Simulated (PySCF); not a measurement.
Stepwise substitution at one centre (Ga SiH3-SH). Isolated molecules, 0 K electronic values unless said otherwise. One relaxed conformer stands for each flexible species; it need not be the lowest. Strings in code marks are SMILES.

The LUMO from two functionals at the same geometries (PBE0-D3(BJ)/def2-TZVP), both in PySCF: PBE-D3(BJ)/def2-TZVP and B3LYP-D3(BJ)/def2-TZVP. B3LYP has the VWN-RPA correlation part, as in Gaussian. 

| species | PBE-D3(BJ)/def2-TZVP (eV) | B3LYP-D3(BJ)/def2-TZVP (eV) |
|---|---|---|
| 0 of 3 SiH3 replaced by SH | -3.37 | -2.83 |
| 1 of 3 SiH3 replaced by SH (`[SiH3][Ga]([SH])[SiH3]` (Si–Ga–S–H torsion 1°)) | -2.79 | -2.25 |
| 2 of 3 SiH3 replaced by SH (`[SiH3][Ga]([SH])[SH]` (S–Ga–S–H torsion -179°, S–Ga–S–H torsion 0°)) | -2.29 | -1.76 |
| 3 of 3 SiH3 replaced by SH (`[SH][Ga]([SH])[SH]`) | -1.87 | -1.24 |

Over these rows, drawn at random from the members with no instability flagged (it was tested for open shells, ions and some series alone), PBE minus B3LYP-D3(BJ): mean -0.56 eV, from -0.63 eV to -0.53 eV.
